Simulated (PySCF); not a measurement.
A species of formula C6H16OSSi has this rotational fingerprint, computed with PBE0/pcSseg-1 in PySCF (dipole) on a GFN2-xTB geometry, gas phase:

| Quantity | Value |
| --- | --- |
| Rotational constants | A = 2192, B = 478.6, C = 439.8 MHz |
| Dipole components | \|μa\| = 1.29 D, \|μb\| = 3.44 D, \|μc\| = 0.69 D |
| Inertial defect | -137.37 u·Å² |
| κ | -0.96 |

Question: Which structure is it? (One computed conformer of each.)
A. `[CH3:1][CH2:2][C:3]([CH3:4])([CH3:5])[O:6][SiH2:7][S:8][CH3:9]` with C1–C2–C3–C4 -60°, C2–C3–O6–Si7 158°, C3–O6–Si7–S8 170°, O6–Si7–S8–C9 177°
B. `[CH3:1][CH2:2][S@@:3](=[O:4])[CH2:5][CH2:6][C@@H:7]([CH3:8])[SiH3:9]` with C1–C2–S3–O4 63°, C2–S3–C5–C6 -175°, S3–C5–C6–C7 180°, C5–C6–C7–C8 174°
C. `[CH3:1][C:2]([CH3:3])([CH3:4])[C@H:5]([SH:6])[CH2:7][SiH2:8][OH:9]` with C2–C5–S6–H -78°, C2–C5–C7–Si8 -168°, C5–C7–Si8–O9 -64°, C7–Si8–O9–H 39°
D. `[CH3:1][C@@H:2]([CH2:3][CH2:4][CH2:5][SiH3:6])[S@@:7]([CH3:8])=[O:9]` with C1–C2–C3–C4 55°, C2–C3–C4–C5 174°, C3–C4–C5–Si6 179°, C1–C2–S7–C8 76°
E. `[CH3:1][O:2][Si@@H:3]([SH:4])[CH2:5][C:6]([CH3:7])([CH3:8])[CH3:9]` with C1–O2–Si3–S4 44°, O2–Si3–S4–H 166°, O2–Si3–C5–C6 151°

Answer: D. It is C[C@@H](CCC[SiH3])[S@@](C)=O, a near-prolate asymmetric top, point group C1. The candidates at the same level (rigid rotor, commonest isotopes):

```csv
SMILES,A (MHz),B (MHz),C (MHz),μa (D),μb (D),μc (D),Δ (u·Å²),point group,rotor
C[C@@H](CCC[SiH3])[S@@](C)=O,2192,478.6,439.8,1.29,3.44,0.69,-137.37,C1,near-prolate asymmetric top
CO[Si@@H](S)CC(C)(C)C,1775,654.3,546.3,1.12,0.60,0.43,-132.04,C1,asymmetric top
CC(C)(C)[C@H](S)C[SiH2]O,1850,700.7,588.1,2.57,0.94,0.50,-135.08,C1,asymmetric top
CC[S@@](=O)CC[C@@H](C)[SiH3],2450,453.7,422.8,0.34,0.91,3.36,-124.84,C1,near-prolate asymmetric top
CCC(C)(C)O[SiH2]SC,2100,585.6,515.6,0.92,2.11,0.05,-123.50,C1,near-prolate asymmetric top
```

`CCC(C)(C)O[SiH2]SC` has B 22 % too high; `CC(C)(C)[C@H](S)C[SiH2]O` has B 46 % too high; `CO[Si@@H](S)CC(C)(C)C` has B 37 % too high; `CC[S@@](=O)CC[C@@H](C)[SiH3]` has A 12 % too high. No structure here is proved a minimum.
